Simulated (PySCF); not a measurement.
Isomers of C4H12OSSi2.

All values: PBE0/pcSseg-1 (PySCF) at GFN2-xTB geometries, gas phase, one conformer each.

Problem. Rank by HOMO–LUMO gap, lowest first.
A. `[CH2:1]=[CH:2][Si@@H:3]([OH:4])[S:5][CH2:6][SiH2:7][CH3:8]` with C1–C2–Si3–O4 157°, C2–Si3–O4–H 150°, C2–Si3–S5–C6 60°, Si3–S5–C6–Si7 -178°, S5–C6–Si7–C8 -57°
B. `[SiH3:1][O:2][SiH2:3][S:4][CH2:5][CH:6]1[CH2:7][CH2:8]1` with Si1–O2–Si3–S4 40°, O2–Si3–S4–C5 35°, Si3–S4–C5–C6 66°, S4–C5–C6–C7 75°
C. `[CH3:1][O:2][C@@H:3]1[C@@H:4]([SiH3:5])[Si@@H:6]1[S:7][CH3:8]` with C1–O2–C3–C4 -76°, C4–Si6–S7–C8 -99°
D. `[SiH3:1][C@@H:2]([O:3][SiH2:4][SH:5])[CH:6]1[CH2:7][CH2:8]1` with Si1–C2–O3–Si4 180°, C2–O3–Si4–S5 177°, O3–Si4–S5–H -18°, Si1–C2–C6–C7 154°
E. `[CH3:1][C:2](=[S:3])[O:4][SiH2:5][CH2:6][CH2:7][SiH3:8]` with C1–C2–O4–Si5 180°, C2–O4–Si5–C6 -74°, O4–Si5–C6–C7 174°, Si5–C6–C7–Si8 62°

Solution. E (5.17 eV), A (6.11 eV), C (6.38 eV), B (6.64 eV), D (7.40 eV).

Problem. Rank by HOMO energy, lowest first.
A. `[CH3:1][O:2][C@@H:3]1[C@@H:4]([SiH3:5])[Si@@H:6]1[S:7][CH3:8]` with C1–O2–C3–C4 -76°, C4–Si6–S7–C8 -99°
B. `[SiH3:1][C@@H:2]([O:3][SiH2:4][SH:5])[CH:6]1[CH2:7][CH2:8]1` with Si1–C2–O3–Si4 180°, C2–O3–Si4–S5 177°, O3–Si4–S5–H -18°, Si1–C2–C6–C7 154°
C. `[CH3:1][C:2](=[S:3])[O:4][SiH2:5][CH2:6][CH2:7][SiH3:8]` with C1–C2–O4–Si5 180°, C2–O4–Si5–C6 -74°, O4–Si5–C6–C7 174°, Si5–C6–C7–Si8 62°

Solution. B (-7.15 eV), A (-6.75 eV), C (-6.58 eV).

Problem. Rank by the lowest IAO charge on any atom, highest value first.
A. `[CH3:1][O:2][C@@H:3]1[C@@H:4]([SiH3:5])[Si@@H:6]1[S:7][CH3:8]` with C1–O2–C3–C4 -76°, C4–Si6–S7–C8 -99°
B. `[CH2:1]=[CH:2][Si@@H:3]([OH:4])[S:5][CH2:6][SiH2:7][CH3:8]` with C1–C2–Si3–O4 157°, C2–Si3–O4–H 150°, C2–Si3–S5–C6 60°, Si3–S5–C6–Si7 -178°, S5–C6–Si7–C8 -57°
C. `[SiH3:1][C@@H:2]([O:3][SiH2:4][SH:5])[CH:6]1[CH2:7][CH2:8]1` with Si1–C2–O3–Si4 180°, C2–O3–Si4–S5 177°, O3–Si4–S5–H -18°, Si1–C2–C6–C7 154°
D. `[CH3:1][C:2](=[S:3])[O:4][SiH2:5][CH2:6][CH2:7][SiH3:8]` with C1–C2–O4–Si5 180°, C2–O4–Si5–C6 -74°, O4–Si5–C6–C7 174°, Si5–C6–C7–Si8 62°
E. `[SiH3:1][O:2][SiH2:3][S:4][CH2:5][CH:6]1[CH2:7][CH2:8]1` with Si1–O2–Si3–S4 40°, O2–Si3–S4–C5 35°, Si3–S4–C5–C6 66°, S4–C5–C6–C7 75°

Solution. D (-0.545 e), C (-0.653 e), A (-0.670 e), B (-0.784 e), E (-0.892 e).

All values together:

```tsv
SMILES	μ (D)	HOMO (eV)	LUMO (eV)	lowest IAO charge (e)	highest IAO charge (e)	lowest Hirshfeld charge (e)	highest Hirshfeld charge (e)
CC(=S)O[SiH2]CC[SiH3]	1.69	-6.58	-1.41	-0.545 (C)	+0.958 (Si)	-0.168 (S)	+0.388 (Si)
C=C[Si@@H](O)SC[SiH2]C	1.09	-6.78	-0.66	-0.784 (O)	+1.085 (Si)	-0.303 (O)	+0.386 (Si)
[SiH3]O[SiH2]SCC1CC1	1.86	-6.79	-0.15	-0.892 (O)	+0.938 (Si)	-0.300 (O)	+0.396 (Si)
CO[C@@H]1[C@@H]([SiH3])[Si@@H]1SC	1.82	-6.75	-0.37	-0.670 (C)	+0.707 (Si)	-0.218 (C)	+0.304 (Si)
[SiH3][C@@H](O[SiH2]S)C1CC1	3.17	-7.15	0.25	-0.653 (O)	+0.952 (Si)	-0.218 (O)	+0.368 (Si)
```

Conformers: `[CH3:1][C:2](=[S:3])[O:4][SiH2:5][CH2:6][CH2:7][SiH3:8]` with C1–C2–O4–Si5 180°, C2–O4–Si5–C6 -74°, O4–Si5–C6–C7 174°, Si5–C6–C7–Si8 62°; `[CH2:1]=[CH:2][Si@@H:3]([OH:4])[S:5][CH2:6][SiH2:7][CH3:8]` with C1–C2–Si3–O4 157°, C2–Si3–O4–H 150°, C2–Si3–S5–C6 60°, Si3–S5–C6–Si7 -178°, S5–C6–Si7–C8 -57°; `[SiH3:1][O:2][SiH2:3][S:4][CH2:5][CH:6]1[CH2:7][CH2:8]1` with Si1–O2–Si3–S4 40°, O2–Si3–S4–C5 35°, Si3–S4–C5–C6 66°, S4–C5–C6–C7 75°; `[CH3:1][O:2][C@@H:3]1[C@@H:4]([SiH3:5])[Si@@H:6]1[S:7][CH3:8]` with C1–O2–C3–C4 -76°, C4–Si6–S7–C8 -99°; `[SiH3:1][C@@H:2]([O:3][SiH2:4][SH:5])[CH:6]1[CH2:7][CH2:8]1` with Si1–C2–O3–Si4 180°, C2–O3–Si4–S5 177°, O3–Si4–S5–H -18°, Si1–C2–C6–C7 154°.
